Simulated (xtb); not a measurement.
xtb input (GFN2-xTB):

```bash
xtb mol.xyz --gfn 2 --sp --chrg 0 --uhf 0
```
mol.xyz:
```
20

C     -1.60374696    -0.08006989     1.23581037
N     -1.26345571     0.10514128    -0.16069775
C     -2.41215941     0.45435675    -0.97449270
B      0.01358359    -0.06299352    -0.75531838
N      1.26806943    -0.12653727    -0.09584900
C      1.55882730     0.28838358     1.26195687
C      2.44405442    -0.60226900    -0.79903635
H     -0.81520337    -0.61012285     1.76237348
H     -2.51616525    -0.68128857     1.31693146
H     -1.79436008     0.86851616     1.75489618
H     -2.12395011     0.50767247    -2.02205375
H     -2.82872834     1.42749412    -0.68531433
H     -3.21199370    -0.28899847    -0.86848995
H      0.03504438    -0.16251732    -1.94864979
H      2.46955344     0.89744951     1.27492758
H      0.75356611     0.89596387     1.66497854
H      1.72795759    -0.56057650     1.93742755
H      2.84713185    -1.51283985    -0.33801633
H      2.19327767    -0.82917712    -1.83291984
H      3.24180370     0.15075547    -0.78910079
```

End of the output:

```
         :::::::::::::::::::::::::::::::::::::::::::::::::::::
         ::                     SUMMARY                     ::
         :::::::::::::::::::::::::::::::::::::::::::::::::::::
         :: total energy             -22.319653113056 Eh    ::
         :: gradient norm              0.013298063778 Eh/a0 ::
         :: HOMO-LUMO gap              5.425431543303 eV    ::
         ::.................................................::
         :: SCC energy               -22.607498535173 Eh    ::
         :: -> isotropic ES            0.033368913938 Eh    ::
         :: -> anisotropic ES          0.011208615479 Eh    ::
         :: -> anisotropic XC          0.014519823216 Eh    ::
         :: -> dispersion             -0.012278345514 Eh    ::
         :: repulsion energy           0.287845422117 Eh    ::
         :: add. restraining           0.000000000000 Eh    ::
         :: total charge              -0.000000000000 e     ::
         :::::::::::::::::::::::::::::::::::::::::::::::::::::

           -------------------------------------------------
          |                Property Printout                |
           -------------------------------------------------

    * Orbital Energies and Occupations

         #    Occupation            Energy/Eh            Energy/eV
      -------------------------------------------------------------
         1        2.0000           -0.6202540             -16.8780
       ...           ...                  ...                  ...
         9        2.0000           -0.5061000             -13.7717
        10        2.0000           -0.5042693             -13.7219
        11        2.0000           -0.5018687             -13.6565
        12        2.0000           -0.4924772             -13.4010
        13        2.0000           -0.4668017             -12.7023
        14        2.0000           -0.4644558             -12.6385
        15        2.0000           -0.4579752             -12.4621
        16        2.0000           -0.4482075             -12.1963
        17        2.0000           -0.4427846             -12.0488
        18        2.0000           -0.4209937             -11.4558
        19        2.0000           -0.4023253             -10.9478
        20        2.0000           -0.3727984             -10.1444
        21        2.0000           -0.3302502              -8.9866 (HOMO)
        22                         -0.1308692              -3.5611 (LUMO)
        23                          0.0339243               0.9231
        24                          0.0630212               1.7149
        25                          0.1000541               2.7226
        26                          0.1260449               3.4299
        27                          0.1358552               3.6968
        28                          0.1587628               4.3202
        29                          0.1722990               4.6885
        30                          0.1922910               5.2325
        31                          0.1935969               5.2680
        32                          0.2033987               5.5348
       ...                                ...                  ...
        41                          0.5410894              14.7238
      -------------------------------------------------------------
                  HL-Gap            0.1993809 Eh            5.4254 eV
             Fermi-level           -0.2305597 Eh           -6.2738 eV

     #   Z          covCN         q      C6AA      α(0)
     1   6 C        3.696    -0.037    21.409     6.619
     2   7 N        2.655    -0.177    24.845     7.403
     3   6 C        3.700    -0.038    21.410     6.617
     4   5 B        2.626     0.244    18.115     7.195
     5   7 N        2.655    -0.177    24.845     7.403
     6   6 C        3.696    -0.037    21.409     6.619
     7   6 C        3.700    -0.038    21.410     6.617
     8   1 H        0.925     0.047     2.355     2.400
     9   1 H        0.924     0.030     2.584     2.514
    10   1 H        0.923     0.021     2.713     2.576
    11   1 H        0.925     0.046     2.376     2.410
    12   1 H        0.924     0.027     2.632     2.537
    13   1 H        0.924     0.028     2.621     2.532
    14   1 H        0.928    -0.137     7.061     4.155
    15   1 H        0.924     0.030     2.584     2.514
    16   1 H        0.925     0.047     2.355     2.400
    17   1 H        0.923     0.021     2.713     2.576
    18   1 H        0.924     0.027     2.632     2.537
    19   1 H        0.925     0.046     2.376     2.410
    20   1 H        0.924     0.028     2.621     2.532

 Mol. C6AA /au·bohr⁶  :       2962.331060
 Mol. C8AA /au·bohr⁸  :      61754.675599
 Mol. α(0) /au        :         82.565601

Wiberg/Mayer (AO) data.
largest (>0.10) Wiberg bond orders for each atom

 ---------------------------------------------------------------------------
     #   Z sym  total        # sym  WBO       # sym  WBO       # sym  WBO
 ---------------------------------------------------------------------------
     1   6 C    3.987 --     2 N    1.021     8 H    0.981     9 H    0.977
                            10 H    0.976
     2   7 N    3.392 --     4 B    1.246     1 C    1.021     3 C    1.020
     3   6 C    3.986 --     2 N    1.020    11 H    0.982    12 H    0.977
                            13 H    0.977
     4   5 B    3.529 --     2 N    1.246     5 N    1.246    14 H    0.943
     5   7 N    3.392 --     4 B    1.246     6 C    1.021     7 C    1.020
     6   6 C    3.987 --     5 N    1.021    16 H    0.981    15 H    0.977
                            17 H    0.976
     7   6 C    3.986 --     5 N    1.020    19 H    0.982    18 H    0.977
                            20 H    0.977
     8   1 H    0.998 --     1 C    0.981
     9   1 H    0.999 --     1 C    0.977
    10   1 H    0.999 --     1 C    0.976
    11   1 H    0.998 --     3 C    0.982
    12   1 H    0.999 --     3 C    0.977
    13   1 H    0.999 --     3 C    0.977
    14   1 H    0.981 --     4 B    0.943
    15   1 H    0.999 --     6 C    0.977
    16   1 H    0.998 --     6 C    0.981
    17   1 H    0.999 --     6 C    0.976
    18   1 H    0.999 --     7 C    0.977
    19   1 H    0.998 --     7 C    0.982
    20   1 H    0.999 --     7 C    0.977
 ---------------------------------------------------------------------------
Note: The following floating-point exceptions are signalling: IEEE_UNDERFLOW_FLAG IEEE_DENORMAL
normal termination of xtb

Topologies differ in total number of bonds
Writing topology from bond orders to xtbtopo.mol

molecular dipole:
                 x           y           z       tot (Debye)
 q only:       -0.006       0.027       0.327
   full:       -0.009       0.041       0.493       1.259
molecular quadrupole (traceless):
                xx          xy          yy          xz          yz          zz
 q only:        1.785      -0.370      -1.183       0.074       0.042      -0.602
  q+dip:        2.733      -0.389      -1.302       0.107      -0.018      -1.432
   full:        2.649      -0.540      -1.116       0.120      -0.045      -1.534

           -------------------------------------------------
          | TOTAL ENERGY              -22.319653113056 Eh   |
          | GRADIENT NORM               0.013298063778 Eh/α |
          | HOMO-LUMO GAP               5.425431543303 eV   |
           -------------------------------------------------

------------------------------------------------------------------------
------------------------------------------------------------------------
 total:
 SCF:
```
